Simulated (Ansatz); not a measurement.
CH₅IOSi (`C[SiH](O)I`), relaxed with RKS PBE0-D4/def2-TZVP in Ansatz 0.2.0 from a PBE-D4/def2-SVP geometry. The force threshold is 0.005 eV/Å; the program also tests the step.

The species carries charge 0 and has multiplicity 1. I: def2 effective core potential.

Start:

```xyz
9

C    -0.222    0.877   -0.815
Si   -0.097   -0.250    0.680
O     1.446   -0.842    0.954
I    -1.692   -2.129    0.321
H    -1.256    1.267   -0.911
H     0.472    1.736   -0.698
H     0.032    0.341   -1.751
H    -0.479    0.438    1.951
H     1.796   -1.437    0.268
```

```
step  energy (eV)  largest force (eV/Å)  largest move (Å)
   1  -19142.3477                 0.915             0.000
   2  -19142.3877                 0.471             0.063
   3  -19142.3977                 0.244             0.027
   4  -19142.3998                 0.109             0.009
   5  -19142.4005                 0.059             0.010
   6  -19142.4010                 0.036             0.016
   7  -19142.4014                 0.041             0.018
   8  -19142.4014                 0.017             0.007
   9  -19142.4014                 0.005             0.003
  10  -19142.4015                 0.004             0.003
```

End:

```xyz
9

C    -0.224    0.879   -0.807
Si   -0.091   -0.240    0.665
O     1.423   -0.813    0.912
I    -1.640   -2.120    0.321
H    -1.241    1.267   -0.898
H     0.464    1.722   -0.695
H     0.021    0.349   -1.730
H    -0.475    0.431    1.924
H     1.764   -1.475    0.308
```

Run time 33 s (4 threads of an Arm Neoverse V1 on a shared host); peak host memory 0.45 GiB.
